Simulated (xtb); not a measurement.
Br4Si (SMILES Br[Si](Br)(Br)Br), singlet, at a GFN2-xTB geometry; GFN-FF in xtb.

xtb was given this input:
```
$ xtb mol.xyz --gfnff --json

# file mol.xyz
5

Br    -1.17323056    -1.47491552    -1.15313296
Si    -0.00000000     0.00000000     0.00000000
Br    -1.10588810     1.91049470     0.09264373
Br     1.94952819     0.32466689    -0.98767029
Br     0.32959047    -0.76024607     2.04815951
```

It wrote (shortened):

```
   ID    Z sym.   atoms
    1   35 Br     1, 3-5
    2   14 Si     2

           -------------------------------------------------
          |                Calculation Setup                |
           -------------------------------------------------

          ==================== Thresholds ====================
          CN  :   150.00000
          rep :   500.00000
          disp:  2500.00000
          HB1 :   250.00000
          HB2 :   450.00000

          Pauling EN used:
          Z :14  EN :  1.90
          Z :35  EN :  2.96
          electric field strengths (au): 0.000

           -------------------------------------------------
          |           Force Field Initialization            |
           -------------------------------------------------

          distances ...
          ----------------------------------------
          generating topology and atomic info file ...
          pair mat ...
          computing topology distances matrix with Floyd-Warshall algo ...
          making topology EEQ charges ...
          #fragments for EEQ constrain: 1
          ----------------------------------------
          generating topology and atomic info file ...
          pair mat ...
          computing topology distances matrix with Floyd-Warshall algo ...
          making topology EEQ charges ...
          #fragments for EEQ constrain: 1
          rings ...
          # BATM   0
          # H in HB   0

  atom   neighbors  erfCN metchar sp-hybrid imet pi  qest     coordinates
    1  Br      1    1.04   0.00         0    0    0  -0.053   -2.217084   -2.787186   -2.179105
    2  Si      4    3.49   0.01         3    0    0   0.211   -0.000000    0.000000    0.000000
    3  Br      1    1.04   0.00         0    0    0  -0.053   -2.089826    3.610312    0.175071
    4  Br      1    1.04   0.00         0    0    0  -0.053    3.684074    0.613532   -1.866426
    5  Br      1    1.04   0.00         0    0    0  -0.053    0.622836   -1.436657    3.870461

          #atoms :   5
          #bonds :   4
          #angl  :   6
          #tors  :   0
          #nmol  :   1
          #optfrag :   1
           -------------------------------------------------
          |                   G F N - F F                   |
          |          A general generic force-field          |
          |                  Version 1.0.3                  |
           -------------------------------------------------
          Number of HB bonds (bound hydrogen)     0
          Number of HB bonds (unbound hydrogen)   0
          Number of XB bonds                      0

         :::::::::::::::::::::::::::::::::::::::::::::::::::::
         ::                     SUMMARY                     ::
         :::::::::::::::::::::::::::::::::::::::::::::::::::::
         :: total energy              -0.235492788612 Eh    ::
         :: gradient norm              0.011462205088 Eh/a0 ::
         ::.................................................::
         :: bond energy               -0.264295394483 Eh    ::
         :: angle energy               0.002429024971 Eh    ::
         :: torsion energy             0.000000000000 Eh    ::
         :: repulsion energy           0.039325151888 Eh    ::
         :: electrostat energy        -0.007547843727 Eh    ::
         :: dispersion energy         -0.005403727262 Eh    ::
         :: HB energy                  0.000000000000 Eh    ::
         :: XB energy                  0.000000000000 Eh    ::
         :: bonded atm energy          0.000000000000 Eh    ::
         :: external energy            0.000000000000 Eh    ::
         :: add. restraining           0.000000000000 Eh    ::
         :: total charge               0.000000000000 e     ::
         :::::::::::::::::::::::::::::::::::::::::::::::::::::

           -------------------------------------------------
          |                Property Printout                |
           -------------------------------------------------

molecular dipole:
                 x           y           z       tot (Debye)
 q only:       -0.000      -0.000       0.000       0.000

           -------------------------------------------------
          | TOTAL ENERGY               -0.235492788612 Eh   |
          | GRADIENT NORM               0.011462205088 Eh/α |
           -------------------------------------------------
########################################################################
[WARNING] Runtime exception occurred
-1- gfnff_setup: Could not read topology file.
########################################################################

normal termination of xtb
```
